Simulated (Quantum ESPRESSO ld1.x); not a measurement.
Question: All-electron atom: Pb25+ in [Kr] 4d10 4f11 (the NIST ground configuration). All-electron calculation, Dirac Kohn-Sham, PBE, spin-unpolarised, spherical densities, point nucleus; open shells fill j = l - 1/2 first. Program: ld1.x of Quantum ESPRESSO 7.5. Some entries of the table are withheld. Estimate them.

orbital  occ.  eigenvalue (eV)  r(max) (bohr)
1s1/2       2       -88710.353       0.009835
2s1/2       2       -16442.769        0.05735
2p1/2       2       -15818.373            (1)
2p3/2       4       -13627.182            (2)
3s1/2       2        -4482.749         0.1613
3p1/2       2              (3)         0.1503
3p3/2       4              (4)         0.1658
3d3/2       4        -3251.208         0.1287
3d5/2       6        -3146.728         0.1329
4s1/2       2        -1533.276         0.3599
4p1/2       2              (5)         0.3570
4p3/2       4              (6)         0.3872
4d3/2       4        -1085.961         0.3764
4d5/2       6        -1061.632         0.3853
4f5/2       6         -804.108         0.3333
4f7/2       5         -798.067         0.3371
5s1/2       0         -724.701         0.7232
5p1/2       0         -674.324         0.7408
5p3/2       0         -635.612         0.7907

Answer: 
(1) 2p1/2 r(max) (bohr): 0.04197
(2) 2p3/2 r(max) (bohr): 0.04969
(3) 3p1/2 eigenvalue (eV): -4201.770
(4) 3p3/2 eigenvalue (eV): -3711.347
(5) 4p1/2 eigenvalue (eV): -1411.003
(6) 4p3/2 eigenvalue (eV): -1285.189
